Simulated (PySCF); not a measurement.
C₃H₆N₂Si, SMILES N#CC/C=N/[SiH3]. Atoms are numbered in the order given.

```xyz
12

N     -3.3384     0.9067    -0.6862
C     -2.5154     0.4115    -0.0317
C     -1.4510    -0.2097     0.7569
C     -0.1466    -0.3392    -0.0200
N      0.9627    -0.0582     0.5199
Si     2.5450    -0.2030    -0.2451
H     -1.2620     0.3664     1.6747
H     -1.7857    -1.2202     1.0548
H     -0.2637    -0.7108    -1.0611
H      3.1765     1.1400    -0.2243
H      2.4623    -0.7018    -1.6519
H      3.3494    -1.1460     0.5724
```

Geometry optimised at TPSSh-D3(BJ)/def2-SVP. The structure was generated by enumeration; whether it is a known compound was not checked. One conformer was computed; it need not be the lowest.

Two levels are set side by side: PBE/pcSseg-1 (PySCF) and HF/pcSseg-1 (PySCF). GIAO shifts against NH3 (¹⁵N), TMS (²⁹Si), TMS (¹H), TMS (¹³C) at the same level; non-relativistic, no solvent, atoms listed together averaged. Differences are taken from unrounded values.

| quantity | HF | PBE | PBE minus HF |
|---|---|---|---|
| δ(¹⁵N) of N1 (ppm) | 325.7 | 315.1 | -10.7 |
| δ(¹³C) of C2 (ppm) | 129.1 | 118.0 | -11.0 |
| δ(¹³C) of C3 (ppm) | 30.5 | 36.8 | 6.3 |
| δ(¹³C) of C4 (ppm) | 176.8 | 176.9 | 0.1 |
| δ(¹⁵N) of N5 (ppm) | 402.4 | 394.2 | -8.3 |
| δ(²⁹Si) of Si6 (ppm) | -42.9 | -45.6 | -2.6 |
| δ(¹H) of H9 (ppm) | 8.29 | 8.83 | 0.55 |

Rough cost on one machine, each run with all the roots and properties that it gave: HF against PBE within a factor of 2.
